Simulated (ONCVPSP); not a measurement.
## zinc, ONCV: configuration errors across variants

ONCVPSP 4.0.1 input, shortened (lines: element, Z, core and valence counts, functional; n l f; lmax; l rc ep ncon nbas qcut; lloc lpopt rc5 dvloc0; l nproj debl; icmod fcfact rcfact), PBEsol, scalar-relativistic:

```
  Zn 30.00    6    2  -116133      upf
    1    0    2.00
    2    0    2.00
    2    1    6.00
    3    0    2.00
    3    1    6.00
    3    2   10.00
    4    0    1.50
    4    1    0.50
    1
    0    1.95    0.00    4    9    3.90
    1    2.85    0.00    4    8    2.60
    4    5    1.50    4.00
    0    1    2.50
    1    2    0.40
    3    2.75    1.10
```

All-electron excitation energies from the reference (eV): (1) 4s2 4p0 -2.513; (2) 4s1 4p0 7.387; (3) 4s1.5 4p0 1.437; (4) 4s0 4p1 13.746.

A true bound ghost makes a file unfit for plane-wave use even where its test errors are small: the radial tests pick states by their node count and pass the ghost by.

Errors AE − PS in meV (a dash: test not solved or not reliable):

```tsv
change	(1)	(2)	(3)	(4)	bound ghosts	GHOST(+) flags above zero
base	+0.4	-6.4	+4.8	-11	none	none
local potential polynomial inside 1.50 bohr (lpopt 5, dvloc0 -2.5 Ha)	-0.4	-10	+4.5	–	s	none
local potential polynomial inside 1.50 bohr (lpopt 5, dvloc0 0 Ha)	+0.6	-4.9	+4.9	-11	none	s
local potential polynomial inside 1.50 bohr (lpopt 5, dvloc0 2 Ha)	+0.5	-6.0	+4.8	-11	none	s
local potential polynomial inside 1.50 bohr (lpopt 5, dvloc0 6 Ha)	+0.4	-6.6	+4.8	-11	none	none
local potential polynomial inside 1.50 bohr (lpopt 5, dvloc0 7 Ha)	+0.4	-6.7	+4.8	-11	none	none
local potential polynomial inside 1.50 bohr (lpopt 5, dvloc0 9.5 Ha)	+0.3	-7.1	+4.7	-11	none	p
```

Task: Give the same row for: local potential polynomial inside 1.50 bohr (lpopt 5, dvloc0 3.5 Ha).

Result: +0.4, -6.3, +4.8, -11; bound ghosts: none; GHOST(+) flags above zero: none.
